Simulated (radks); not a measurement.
Problem. Species: I. Configuration: [Kr] 4d10 5s2 5p5. Calculated with a radial shooting solver on a logarithmic mesh with Libxc functionals: scalar-relativistic Kohn-Sham, TASK exchange with Perdew-Wang LDA correlation, spin-polarised, spherical densities, finite nucleus; open shells are filled with parallel spins first (spin-orbit coupling, left out, can overturn this in heavy ions); meta-GGA in the generalised Kohn-Sham scheme; Fermi nuclear charge, rms radius 4.75 fm. Some entries of the table are withheld. Estimate them.

orbital  occ.  eigenvalue (eV)  <1/r> (bohr^-1)  r(max) (bohr)
1s up       1        -33044.20            56.80        0.01754
1s down     1        -33044.15            56.80        0.01754
2s up       1        -5128.345            13.02        0.09916
2s down     1        -5128.328            13.02        0.09916
2p up       3        -4601.686            12.45        0.07950
2p down     3        -4601.648            12.45        0.07950
3s up       1        -1042.882            4.677         0.2857
3s down     1        -1042.849            4.677         0.2857
3p up       3        -871.4083            4.444         0.2794
3p down     3        -871.3680            4.444         0.2794
3d up       5        -613.9007            4.200         0.2318
3d down     5        -613.8607            4.201         0.2318
4s up       1        -186.4310            1.881         0.6821
4s down     1        -186.3509            1.881         0.6822
4p up       3              (1)            1.724         0.7163
4p down     3              (2)            1.724         0.7164
4d up       5              (3)            1.441         0.7785
4d down     5              (4)            1.444         0.7784
5s up       1         -19.2196           0.6598          1.720
5s down     1         -18.4436           0.6590          1.719
5p up       3              (5)           0.5334          2.027
5p down     2              (6)           0.5306          2.028

Solution. 
(1) 4p up eigenvalue (eV): -132.1362
(2) 4p down eigenvalue (eV): -132.0565
(3) 4d up eigenvalue (eV): -52.2602
(4) 4d down eigenvalue (eV): -52.1033
(5) 5p up eigenvalue (eV): -8.0396
(6) 5p down eigenvalue (eV): -7.2034
